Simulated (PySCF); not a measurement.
Si(H)2(F)(OEt) (C2H7FOSi), SMILES CCO[SiH2]F. Heavy atoms are numbered as in [SiH2:1]([F:2])[O:3][CH2:4][CH3:5]. Hydrogens are named by the atom that carries them.

Geometry optimised at B3LYP-D3(BJ)/def2-SVP. The values are those of a single conformer.

All values below come from M06-2X/def2-TZVP run with PySCF.

ESP charges are fitted to the potential on shells at 1.4 to 2.0 van der Waals radii. Atomic charges (e), one atom of each kind:

| atom | Löwdin | IAO | ESP fit |
|---|---|---|---|
| Si1 (SiH2) | 0.11 | 1.33 | 0.55 |
| F2 | -0.03 | -0.56 | -0.28 |
| O3 | 0.07 | -0.67 | -0.41 |
| C4 (CH2) | -0.35 | -0.03 | 0.35 |
| C5 (CH3) | -0.32 | -0.41 | -0.55 |
| H on Si1 | -0.05 | -0.18 | -0.08 |
| H on C4 | 0.12 | 0.12 | 0.00 |
| H on C5 | 0.13 | 0.15 | 0.16 |

Computed Mayer and Wiberg (Löwdin basis) orders of the bonds:
```csv
bond,Mayer,Wiberg
Si1–F2,1.04,1.68
Si1–O3,1.19,1.60
O3–C4,0.89,1.44
C4–C5,0.98,1.33
```
